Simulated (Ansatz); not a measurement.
Ansatz (an electronic-structure program) input (RI-MP2/cc-pV(T+d)Z):
A basis named .json is the Basis Set Exchange file of that set.

Ansatz 0.2 input:
```yaml
crystal:
  periodic: [false, false, false]
  atoms:
    - {symbol: P, position_ang: [1.23783151, -0.01437663, -0.01218428]}
    - {symbol: P, position_ang: [-1.23783151, 0.01437663, 0.01218428]}
    - {symbol: O, position_ang: [0.01288731, 1.10581896, 0.00446246]}
    - {symbol: O, position_ang: [-0.01288731, -1.10581896, -0.00446246]}
basis:
  gaussian:
    orbitals: cc-pV_T+d_Z.json
    fitting: {mean_field: def2-universal-jkfit, correlation: cc-pVTZ-RIFIT.json}
magnetization: {spin_polarized: false}
correlation: {method: mp2, electrons: outside_noble_gas}
```

Output:

```
Functional definition: HF
integrals: 0.07 GiB planned
410 factors; integrals over basis functions are off by at most 1.1e0 eV
406 factors; integrals over basis functions are off by at most 6.4e-1 eV
mean field: 0.32 GiB planned
mean field evaluation 1: about -22617.7233 eV, gradient 3.4e1 eV
mean field evaluation 2: about -22619.0914 eV, gradient 2.3e1 eV
mean field evaluation 4: about -22619.9390 eV, gradient 6.7e-1 eV
mean field evaluation 8: about -22615.9810 eV, gradient 2.8e0 eV
mean field evaluation 16: about -22619.8525 eV, gradient 5.5e0 eV
mean field -22619.94048819 eV, -831.2674805945 hartree, gradient 2.5e-6 eV, S^2 0.000000; 2 other end points of the search recorded, 0 dependent functions left out; unrestricted orbitals would lower it
unrestricted determinant -22621.33517246 eV, -831.3187342963 hartree, S^2 0.9551
12 core orbitals not correlated
reference -22619.94048819 eV, -831.2674805945 hartree; 11, 11 occupied and 115, 115 virtual orbitals, 406 factors
second order -21.14271625 eV of doubles, -0.00000000 eV of singles
Total energy: -22641.08320444 eV, -832.0444610857 hartree
```
